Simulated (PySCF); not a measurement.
# Polarisability and C₆ of F⁻ (fluorine, charge -1)

[Ne], closed-shell 1S. All numbers are calculated (PySCF 2.14, scalar relativity by spin-free X2C-1e, in aug-cc-pVDZ-DK (4s3p2d, 23 functions)). Coupled (time-dependent) response in atomic units; α is the mean over directions. A double-zeta set is small for polarisabilities.

```json
{"method": "UHF", "mean α (bohr³)": "5.631", "C₆ (like pair)": "18.19", "S(−4)": "20.93"}
{"method": "PBE0", "mean α (bohr³)": "6.735", "C₆ (like pair)": "21.93", "S(−4)": "34.92"}
```

S(−4) is the Cauchy moment in α(ω) = α(0) + S(−4) ω² + …

α(iu) at UHF:

| u (hartree) | α(iu) (bohr³) |
| --- | --- |
| 0 | 5.631 |
| 0.0500 | 5.580 |
| 0.100 | 5.434 |
| 0.200 | 4.959 |
| 0.300 | 4.411 |
| 0.500 | 3.501 |
| 0.750 | 2.759 |
| 1.00 | 2.254 |
| 1.50 | 1.571 |
| 2.00 | 1.130 |
| 3.00 | 0.6395 |
| 5.00 | 0.2730 |

For an ion, C₆ is the dispersion term alone; charge-induced terms of lower order in 1/R come first.
